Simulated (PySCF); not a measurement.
hydrogen telluride (H2Te), singlet, geometry from GFN2-xTB (core potentials on Te); HF/def2-TZVP in PySCF.

PySCF was given this input:
```python
from pyscf import gto, scf

mol = gto.M(
    atom='''
Te   -0.00025927    0.04373338    0.00203842
H    -1.13139252   -1.14269398   -0.07705391
H     1.14487465   -1.13144164   -0.02894369
''',
    basis='def2-tzvp',
    ecp={'Te': 'def2-tzvp'},
    verbose=4,
)

mf = scf.RHF(mol)
mf.level_shift = 0.1
mf.max_cycle = 100
mf.kernel()
```

### Question
What does PySCF print? Leave out banner, timings and long lists.

### Answer

```
PySCF version 2.14.0

[INPUT] verbose = 4
[INPUT] num. atoms = 3
[INPUT] num. electrons = 26
[INPUT] charge = 0
[INPUT] spin (= nelec alpha-beta = 2S) = 0
[INPUT] symmetry False subgroup None
[INPUT] Mole.unit = angstrom
[INPUT] Symbol           X                Y                Z      unit          X                Y                Z       unit  Magmom
[INPUT]  1 Te    -0.000259270000   0.043733380000   0.002038420000 AA   -0.000489949292   0.082644110702   0.003852055527 Bohr   0.0
[INPUT]  2 H     -1.131392520000  -1.142693980000  -0.077053910000 AA   -2.138022002181  -2.159378666389  -0.145610786727 Bohr   0.0
[INPUT]  3 H      1.144874650000  -1.131441640000  -0.028943690000 AA    2.163499535457  -2.138114825529  -0.054695647134 Bohr   0.0

nuclear repulsion = 15.7098121474598
number of shells = 24
number of NR pGTOs = 108
number of NR cGTOs = 62
basis = def2-tzvp
ecp = {'Te': 'def2-tzvp'}

******** <class 'pyscf.scf.hf.RHF'> ********
method = RHF
initial guess = minao
damping factor = 0
level_shift factor = 0.1
DIIS = <class 'pyscf.scf.diis.CDIIS'>
diis_start_cycle = 1
diis_space = 8
diis_damp = 0
SCF conv_tol = 1e-09
SCF conv_tol_grad = None
SCF max_cycles = 100
direct_scf = True
direct_scf_tol = 1e-13
Set gradient conv threshold to 3.16228e-05
Initial guess from minao.
init E= -225.494314560594
  HOMO = -0.85646411205197  LUMO = -0.386788190829549  gap/eV = 12.78053
cycle= 1 E= -267.358831507638  delta_E= -41.9  |g|= 2.49  |ddm|= 28.3
  HOMO = -0.124980636884166  LUMO = 0.245475766357195  gap/eV = 10.08063
cycle= 2 E= -268.042667080478  delta_E= -0.684  |g|= 1.02  |ddm|= 4.62
  HOMO = -0.311099448377032  LUMO = 0.182978030921057  gap/eV = 13.44453
cycle= 3 E= -268.150759284869  delta_E= -0.108  |g|= 0.0669  |ddm|= 0.992
  HOMO = -0.327080732775872  LUMO = 0.181089389289346  gap/eV = 13.82801
cycle= 4 E= -268.152105094412  delta_E= -0.00135  |g|= 0.0208  |ddm|= 0.106
  HOMO = -0.325146847505295  LUMO = 0.183175061062072  gap/eV = 13.83214
cycle= 5 E= -268.152373615866  delta_E= -0.000269  |g|= 0.00997  |ddm|= 0.0329
  HOMO = -0.32506525661407  LUMO = 0.184029554398461  gap/eV = 13.85318
cycle= 6 E= -268.152441589484  delta_E= -6.8e-05  |g|= 0.00296  |ddm|= 0.016
  HOMO = -0.325485989994458  LUMO = 0.183955602326614  gap/eV = 13.86261
cycle= 7 E= -268.152450082084  delta_E= -8.49e-06  |g|= 0.000644  |ddm|= 0.00688
  HOMO = -0.325472081041118  LUMO = 0.183992225281769  gap/eV = 13.86323
cycle= 8 E= -268.152450549459  delta_E= -4.67e-07  |g|= 0.000139  |ddm|= 0.00197
  HOMO = -0.325472635805776  LUMO = 0.183995267604238  gap/eV = 13.86333
cycle= 9 E= -268.152450571569  delta_E= -2.21e-08  |g|= 2.79e-05  |ddm|= 0.000519
  HOMO = -0.325477188342102  LUMO = 0.183992834612674  gap/eV = 13.86339
cycle= 10 E= -268.152450572495  delta_E= -9.26e-10  |g|= 5.96e-06  |ddm|= 0.000118
  HOMO = -0.325476696387719  LUMO = 0.083993132031404  gap/eV = 11.14224
Extra cycle  E= -268.152450572532  delta_E= -3.73e-11  |g|= 2.48e-06  |ddm|= 2.19e-05
converged SCF energy = -268.152450572532
```
